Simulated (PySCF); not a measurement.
Bond length, frequency and bond energy of PSe by level of theory

State: ²Π (doublet), unpaired electrons π ↑. Set-up: PySCF, no relativity, basis sets P 6-31G(d,p), Se 6-31G(d,p). De refers to P + Se in their high-spin ground configurations, without counterpoise correction. The functionals are run spin-unrestricted. A positive dipole means P(−)Se(+). Levels whose curve was spin-contaminated or gave no clean fit are not listed.

| Level | Re (Å) | ωe (cm⁻¹) | De (eV) | μ (D) | CPU s a point (SCF and correlation, without the integrals) |
| --- | --- | --- | --- | --- | --- |
| UHF-CCSD | 2.058 | 565 | 2.71 | n/a | n/a |
| PBE | 2.070 | 551 | 4.09 | -0.19 | 0.73 |
| PW91 | 2.070 | 550 | 4.12 | -0.21 | 0.62 |
| BP86 | 2.074 | 545 | 4.14 | -0.22 | 0.59 |
| TPSS | 2.062 | 558 | 3.92 | -0.24 | 1 |
| r²SCAN | 2.052 | 573 | 3.73 | -0.26 | 0.97 |
| PBE0 | 2.041 | 590 | 3.64 | -0.33 | 1.3 |

**Question.** What does the step from GGA to meta-GGA do here, going from PBE to r²SCAN?

**Answer.** r²SCAN less PBE: -1.8 pm in Re, +4.0 % in ωe, -0.36 eV in De. 

Correlated steps freeze 14 core orbitals. Correlated levels converge slowly with the basis: in double zeta they bind strong bonds too weakly, by up to about 1 eV, and carry superposition errors of some tenths. Spin–orbit coupling is left out. The state is the lowest determinant that a PBE0 search found; another state may lie lower at other levels.

The whole job (state search and all levels along the bond) took about 2.4 min on 1 thread of Oxide Virtual Turin-like (shared host), peak memory 0.58 GiB.
